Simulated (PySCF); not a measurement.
C4H8, charge -1, doublet, at a GFN2-xTB geometry (a state made from the parent by changing its charge; the spin is typed, not shown lowest) (a gas-phase anion, which may not be bound at this level), with bond 10-3 at 1.4 times its length; PySCF with CASSCF(3,5)+NEVPT2/STO-3G.

Input for PySCF:
```python
from pyscf import gto, scf, mcscf, mrpt
import numpy

mol = gto.Mole()
mol.atom = '''
    C    -1.11381591   -0.88570048    0.11179448
    C     0.00931388    0.10831617    0.25943995
    C     1.33854032   -0.47307750   -0.14851503
    C    -0.26563539    1.47256463   -0.16833273
    H    -0.93670200   -1.77973247    0.73039709
    H    -1.26744986   -1.26228191   -0.92873744
    H    -2.06300643   -0.44596678    0.42856738
    H     1.59063609   -1.35449336    0.46212850
    H     2.13780538    0.26084386   -0.01733491
    H     1.41042654   -0.95200654   -1.63572103
    H     0.55550635    2.18121681    0.01065434
    H    -1.21709452    1.88296657    0.19881006
'''
mol.basis = 'sto-3g'
mol.charge = -1
mol.spin = 1
mol.verbose = 4
mol.build()

mf = scf.ROHF(mol)
mf.kernel()
mc = mcscf.CASSCF(mf, 5, 3)
mc.fix_spin_(ss=0.75)
mc.kernel()
occ = numpy.linalg.eigvalsh(mc.fcisolver.make_rdm1(mc.ci, mc.ncas, mc.nelecas))[::-1]
ss = mc.fcisolver.spin_square(mc.ci, mc.ncas, mc.nelecas)[0]
print('natural occupations', occ.round(4), ' <S^2>', round(ss, 4))
e2 = mrpt.NEVPT(mc).kernel()
print('E(NEVPT2) = %.10f' % (mc.e_tot + e2))
```

It wrote (shortened):

```
PySCF version 2.14.0

[INPUT] verbose = 4
[INPUT] num. atoms = 12
[INPUT] num. electrons = 33
[INPUT] charge = -1
[INPUT] spin (= nelec alpha-beta = 2S) = 1
[INPUT] symmetry False subgroup None
[INPUT] Mole.unit = angstrom
[INPUT] Symbol           X                Y                Z      unit          X                Y                Z       unit  Magmom
[...]
nuclear repulsion = 116.593280843136
number of shells = 20
number of NR pGTOs = 84
number of NR cGTOs = 28
basis = sto-3g
ecp = {}

******** <class 'pyscf.scf.rohf.ROHF'> ********
method = ROHF
initial guess = minao
damping factor = 0
level_shift factor = 0
DIIS = <class 'pyscf.scf.diis.CDIIS'>
diis_start_cycle = 1
diis_space = 8
diis_damp = 0
SCF conv_tol = 1e-09
SCF conv_tol_grad = None
SCF max_cycles = 50
direct_scf = True
direct_scf_tol = 1e-13
num. doubly occ = 16  num. singly occ = 1
Set gradient conv threshold to 3.16228e-05
init E= -154.252772206713
[...]
cycle= 1 E= -153.848134466802  delta_E= 0.405  |g|= 0.362  |ddm|=  2.9
[...]
cycle= 2 E= -153.902704234215  delta_E= -0.0546  |g|= 0.0809  |ddm|= 0.484
[...]
cycle= 3 E= -153.908578460651  delta_E= -0.00587  |g|= 0.0353  |ddm|= 0.227
[...]
cycle= 4 E= -153.909969767538  delta_E= -0.00139  |g|= 0.0174  |ddm|= 0.0913
[...]
cycle= 5 E= -153.910320362509  delta_E= -0.000351  |g|= 0.0088  |ddm|= 0.0402
[...]
cycle= 6 E= -153.910516308284  delta_E= -0.000196  |g|= 0.00602  |ddm|= 0.0382
[...]
cycle= 7 E= -153.91057701223  delta_E= -6.07e-05  |g|= 0.00255  |ddm|= 0.0231
[...]
cycle= 8 E= -153.910591448676  delta_E= -1.44e-05  |g|= 0.00096  |ddm|= 0.0126
[...]
cycle= 9 E= -153.910593107842  delta_E= -1.66e-06  |g|= 0.000122  |ddm|= 0.00581
[...]
cycle= 10 E= -153.910593118261  delta_E= -1.04e-08  |g|= 2.51e-05  |ddm|= 0.000277
[...]
cycle= 11 E= -153.910593119487  delta_E= -1.23e-09  |g|= 5.72e-06  |ddm|= 0.000144
[...]
cycle= 12 E= -153.910593119515  delta_E= -2.85e-11  |g|= 1.17e-06  |ddm|= 1.66e-05
[...]
Extra cycle  E= -153.910593119516  delta_E= -1.25e-12  |g|= 5.87e-07  |ddm|= 2.12e-06
converged SCF energy = -153.910593119516

******** <class 'pyscf.mcscf.mc1step.CASSCF'> ********
CAS (2e+1e, 5o), ncore = 15, nvir = 8
max_cycle_macro = 50
max_cycle_micro = 4
conv_tol = 1e-07
conv_tol_grad = None
orbital rotation max_stepsize = 0.02
orbital rotation threshold for CI restart = 0.01
augmented hessian ah_max_cycle = 30
augmented hessian ah_conv_tol = 1e-12
augmented hessian ah_linear dependence = 1e-14
augmented hessian ah_level shift = 1e-08
augmented hessian ah_start_tol = 2.5
augmented hessian ah_start_cycle = 3
augmented hessian ah_grad_trust_region = 3
kf_trust_region = 3
kf_interval = 4
ci_response_space = 4
ci_grad_trust_region = 3
with_dep4 0
natorb = False
canonicalization = True
sorting_mo_energy = False
ao2mo_level = 2
internal_rotation = False
******** <class 'pyscf.fci.addons.SpinPenaltyFCISolver'> ********
max. cycles = 50
conv_tol = 1e-08
davidson only = True
linear dependence = 1e-12
level shift = 0.001
max iter space = 12
nroots = 1
pspace_size = 400
spin = None
CASCI E = -153.915444759111  S^2 = 0.7500000
Set conv_tol_grad to 0.000316228
macro iter   1 ( 21 JK    4 micro), CASSCF E = -153.923126952224  dE = -7.68219311e-03  S^2 = 0.7500000
               |grad[o]|=0.0193  |grad[c]|=0.0221  |ddm|=0.028  |maxRot[o]|=0.313
macro iter   2 ( 21 JK    4 micro), CASSCF E = -153.938962998663  dE = -1.58360464e-02  S^2 = 0.7500000
               |grad[o]|=0.0265  |grad[c]|=0.017  |ddm|=0.058  |maxRot[o]|=0.313
macro iter   3 ( 21 JK    4 micro), CASSCF E = -153.945625798996  dE = -6.66280033e-03  S^2 = 0.7500000
               |grad[o]|=0.0263  |grad[c]|=0.00961  |ddm|=0.0258  |maxRot[o]|= 0.16
macro iter   4 ( 21 JK    4 micro), CASSCF E = -153.948462245016  dE = -2.83644602e-03  S^2 = 0.7500000
               |grad[o]|=0.0153  |grad[c]|=0.00674  |ddm|=0.012  |maxRot[o]|=0.239
macro iter   5 ( 19 JK    4 micro), CASSCF E = -153.949149706260  dE = -6.87461244e-04  S^2 = 0.7500000
               |grad[o]|=0.00677  |grad[c]|=0.00291  |ddm|=0.00669  |maxRot[o]|=0.201
macro iter   6 ( 10 JK    3 micro), CASSCF E = -153.949195913739  dE = -4.62074786e-05  S^2 = 0.7500000
               |grad[o]|=0.00174  |grad[c]|=0.000313  |ddm|=0.0018  |maxRot[o]|=0.0236
macro iter   7 (  4 JK    1 micro), CASSCF E = -153.949196118793  dE = -2.05054278e-07  S^2 = 0.7500000
               |grad[o]|=0.000125  |grad[c]|=0.000126  |ddm|=0.000124  |maxRot[o]|=0.00251
macro iter   8 (  3 JK    1 micro), CASSCF E = -153.949196125269  dE = -6.47625598e-09  S^2 = 0.7500000
               |grad[o]|=3.45e-05  |grad[c]|=3.91e-05  |ddm|=4.91e-05  |maxRot[o]|=0.00128
1-step CASSCF converged in   8 macro (120 JK  25 micro) steps
CASSCF canonicalization
Density matrix diagonal elements [1.91397950e+00 1.00185398e+00 8.37230169e-02 1.70533288e-04
 2.72974524e-04]
CASSCF energy = -153.949196125269
CASCI E = -153.949196125269  E(CI) = -1.24291935128721  S^2 = 0.7500000
natural occupations [1.9147e+00 1.0014e+00 8.3600e-02 2.0000e-04 1.0000e-04]  <S^2> 0.75

******** <class 'pyscf.mrpt.nevpt2.NEVPT'> ********
NEVPT2 (2e+1e, 5o), ncore = 15, nvir = 8
root = 0
Natural occ [1.91467552e+00 1.00143791e+00 8.35766838e-02 2.14539555e-04
 9.53429644e-05]
Natural orbital (expansion on meta-Lowdin AOs) in CAS space
               #1        #2        #3        #4        #5
0 C 1s           0.00023  -0.00056  -0.00033   0.00070  -0.00004
0 C 2s          -0.01338   0.03161   0.01859  -0.05830   0.00943
0 C 2px         -0.00656   0.04124   0.02459  -0.00948   0.00103
0 C 2py         -0.00531   0.02711   0.02476  -0.02348  -0.00174
0 C 2pz          0.02303  -0.03533  -0.01573   0.18134  -0.00466
1 C 1s           0.00037   0.00012  -0.00006   0.00280   0.00007
1 C 2s          -0.01220  -0.14187  -0.06194  -0.19125  -0.00831
1 C 2px         -0.05405  -0.07137   0.00518  -0.50341   0.01583
1 C 2py          0.03789   0.02805  -0.02455   0.28147   0.08883
1 C 2pz          0.04154  -0.52976  -0.24261   0.08589  -0.03142
2 C 1s           0.00176  -0.00097   0.00335  -0.00064  -0.00030
2 C 2s           0.22015   0.06350  -0.29575   0.08212   0.01846
2 C 2px          0.00958  -0.06153  -0.02710  -0.56674  -0.21798
2 C 2py         -0.18025  -0.00563   0.19705   0.19801  -0.64891
2 C 2pz         -0.58718  -0.09287   0.61720  -0.00429   0.21025
3 C 1s           0.00001   0.00041   0.00010  -0.00104  -0.00011
3 C 2s          -0.03775  -0.22899  -0.02669   0.04872   0.00131
3 C 2px          0.01627   0.08405   0.00752  -0.05906   0.01359
3 C 2py          0.00544  -0.03479  -0.02263   0.22248   0.00479
3 C 2pz          0.13852   0.73167   0.07358  -0.00238  -0.00760
4 H 1s          -0.00329   0.05317   0.02669  -0.05909   0.00513
5 H 1s           0.00751  -0.09992  -0.05084   0.17963  -0.01635
6 H 1s           0.00089   0.02645   0.01148  -0.05650   0.01016
7 H 1s          -0.06305   0.04501   0.05977   0.21154  -0.50187
8 H 1s          -0.05782   0.01924   0.04450   0.20433   0.47386
9 H 1s           0.73402  -0.21661   0.64052  -0.00270   0.00049
10 H 1s          0.00863   0.08286   0.01904  -0.08890  -0.02090
11 H 1s          0.00043   0.08027   0.02390  -0.17484  -0.00418
<CAS-nat-orb|mo-hf>  16     13       0.79589915
<CAS-nat-orb|mo-hf>  16     16       0.41315734
<CAS-nat-orb|mo-hf>  17     17       0.99918890
<CAS-nat-orb|mo-hf>  18     18       0.99639278
<CAS-nat-orb|mo-hf>  19     21       0.40060761
<CAS-nat-orb|mo-hf>  19     24       0.48566925
<CAS-nat-orb|mo-hf>  20     19      -0.48998111
<CAS-nat-orb|mo-hf>  20     20       0.59296635
<CAS-nat-orb|mo-hf>  20     25       0.48637242
Sr    (-1)',   E = -0.00007124312690
Si    (+1)',   E = -0.00756285590362
Sijrs (0)  ,   E = -0.10323473197588
Sijr  (+1) ,   E = -0.04385994071513
Srsi  (-1) ,   E = -0.00372837896371
Srs   (-2) ,   E = -0.00004488253406
Sij   (+2) ,   E = -0.01904056488087
Sir   (0)' ,   E = -0.00880293551552
Nevpt2 Energy = -0.186345533615699
E(NEVPT2) = -154.1355416589
```
